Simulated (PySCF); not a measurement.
# AgS: frontier orbitals

PBE0 at R = 2.300 Å; Ag cc-pVDZ-PP with ECP28, S cc-pV(D+d)Z; scalar-relativistic core potentials (PySCF 2.14). State: ²Π (doublet), unpaired electrons π ↑. Only the outer orbitals are listed, counted within each symmetry, core potentials removing the inner ones.

```csv
spin,orbital,occ.,ε (eV),on Ag (%),main shells (%)
α,7σ,1,-10.74,80,"79 Ag d, 16 S p"
α,3π,1,-10.57,90,"90 Ag d, 10 S p"
α,3π,1,-10.36,95,95 Ag d
α,1δ,1,-9.99,100,100 Ag d
α,1δ,1,-9.99,100,100 Ag d
α,4π,1,-7.72,13,"87 S p, 10 Ag d"
α,8σ,1,-7.40,43,"57 S p, 26 Ag s, 15 Ag d"
α,4π,1,-6.50,10,90 S p
α,9σ,0,-2.82,85,"63 Ag s, 20 Ag p, 15 S p"
α,5π,0,0.05,98,98 Ag p
α,5π,0,0.21,97,96 Ag p
β,7σ,1,-10.57,82,"81 Ag d, 13 S p"
β,3π,1,-10.34,96,96 Ag d
β,3π,1,-10.25,98,98 Ag d
β,1δ,1,-9.98,100,100 Ag d
β,1δ,1,-9.98,100,100 Ag d
β,8σ,1,-7.12,44,"55 S p, 31 Ag s, 11 Ag d"
β,4π,1,-6.11,10,90 S p
β,4π,0,-3.49,14,"86 S p, 11 Ag p"
β,9σ,0,-2.74,82,"57 Ag s, 23 Ag p, 18 S p"
β,5π,0,0.19,96,95 Ag p
```

Task: Which are the highest filled and the lowest empty level, where do they sit, and how wide is the gap?

Result: Highest filled β 4π at -6.11 eV (in %: 90 S p); lowest empty β 4π at -3.49 eV (in %: 86 S p, 11 Ag p); the gap at PBE0 is 2.62 eV. Both belong to one degenerate shell, split only by its one-sided filling, so this is no excitation gap.

The bond order (Mayer) is 1.22, the ⟨S²⟩ is 0.757 and the charge on Ag (Mulliken, basis-dependent) is 0.27. The charge on Ag (Löwdin, basis-dependent) is 0.03. The dipole moment (positive dipole means Ag(−)S(+)) is -4.32 D. The polarisability along the bond is 66.4 bohr³. The polarisability across the bond is 33.4 bohr³.

Spin–orbit coupling is left out. With d or f electrons several states lie close, and the lowest PBE0 determinant need not be the measured ground state.
